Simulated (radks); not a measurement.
Values are calculated unless marked as measured or tabulated.
Neutral niobium, configuration [Kr] 4d4.5 5s0.5 (fractional occupations, a model configuration). Level of theory: scalar-relativistic Kohn-Sham, SCAN, spin-polarised, spherical densities, finite nucleus; open shells are filled with parallel spins first (spin-orbit coupling, left out, can overturn this in heavy ions); meta-GGA in the generalised Kohn-Sham scheme; Fermi nuclear charge, rms radius 4.324 fm (a radial shooting solver on a logarithmic mesh with Libxc functionals).

Unscreened Slater integrals over Kohn-Sham orbitals (eV). They are taken over the spin-up orbitals.

\begin{tabular}{lr}
integral & value \\ \hline
F0(4d,4d) & 11.170 \\
F2(4d,4d) & 5.2818 \\
F4(4d,4d) & 3.3499 \\
F0(4d,5s) & 8.0025 \\
G2(4d,5s) & 2.1944 \\
F0(4d,4p) & 13.714 \\
F2(4d,4p) & 6.1042 \\
G1(4d,4p) & 7.2878 \\
G3(4d,4p) & 4.3717 \\
F0(4d,4s) & 14.138 \\
G2(4d,4s) & 4.9514 \\
F0(5s,5s) & 6.8502 \\
F0(5s,4p) & 8.6878 \\
G1(5s,4p) & 0.55716 \\
F0(5s,4s) & 8.7766 \\
G0(5s,4s) & 0.34144 \\
F0(4p,4p) & 18.640 \\
F2(4p,4p) & 9.7892 \\
F0(4p,4s) & 19.680 \\
G1(4p,4s) & 13.309 \\
F0(4s,4s) & 20.932 \\
\end{tabular}

Derived for the open shells (J is the average intra-shell exchange parameter used in DFT+U). 4d: Racah B = F2/49 - 5 F4/441 = 0.06981 eV, C = 35 F4/441 = 0.2659 eV, C/B = 3.81, F4/F2 = 0.634, J = (F2 + F4)/14 = 0.6165 eV.
